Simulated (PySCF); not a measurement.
CH4ClInO2. Atoms are numbered in the order given.

```xyz
9

In    -0.0919     0.0281     0.1303
Cl     0.9365     2.1468     0.0070
O     -1.4306    -0.3585     1.5904
H     -1.5157     0.4477     2.1387
O      0.4244    -1.3340    -1.2595
C     -0.1558    -2.6263    -1.2470
H     -1.2620    -2.6214    -1.3910
H      0.2822    -3.1962    -2.0967
H      0.0600    -3.2050    -0.3181
```
Charge 0, spin multiplicity 1.

Coordinates come from a PBE-D3(BJ)/def2-SVP optimisation. The structure was generated by enumeration; whether it is a known compound was not checked. The def2 effective core potentials stand for the cores of In; spin–orbit coupling is left out. The values are those of a single conformer.

Calculation: PBE-D3(BJ)/def2-SVP (PySCF).

Frequencies are harmonic and unscaled.

Computed vibrational spectrum:
| mode | ν (cm⁻¹) | IR (km/mol) | moving atoms (share of kinetic energy) |
|---|---|---|---|
| 1 | 38 | 2.1 | H 69 %, O 15 %, C 12 % |
| 2 | 69 | 2.1 | C 27 %, Cl 26 %, In 19 %, O 15 %, H 12 % |
| 3 | 79 | 0.6 | H 29 %, In 24 %, O 17 %, Cl 16 %, C 14 % |
| 4 | 99 | 16.4 | O 60 %, Cl 18 %, In 11 %, H 8 % |
| 5 | 143 | 30.1 | O 56 %, H 25 %, In 15 % |
| 6 | 227 | 8.6 | C 36 %, O 33 %, H 20 % |
| 7 | 282 | 74.4 | H 93 % |
| 8 | 353 | 36.8 | Cl 76 %, In 20 % |
| 9 | 514 | 19.0 | O 75 %, In 11 % |
| 10 | 578 | 60.4 | O 82 %, In 16 % |
| 11 | 844 | 85.9 | H 93 % |
| 12 | 1063 | 168.5 | O 50 %, C 46 % |
| 13 | 1124 | 0.0 | H 77 %, C 19 % |
| 14 | 1136 | 5.1 | H 74 %, C 20 % |
| 15 | 1410 | 2.4 | H 96 % |
| 16 | 1412 | 16.3 | H 92 % |
| 17 | 1427 | 39.5 | H 93 % |
| 18 | 2902 | 110.9 | H 97 % |
| 19 | 2970 | 43.8 | H 90 %, C 10 % |
| 20 | 3001 | 20.6 | H 91 %, C 9 % |
| 21 | 3690 | 57.1 | H 94 % |
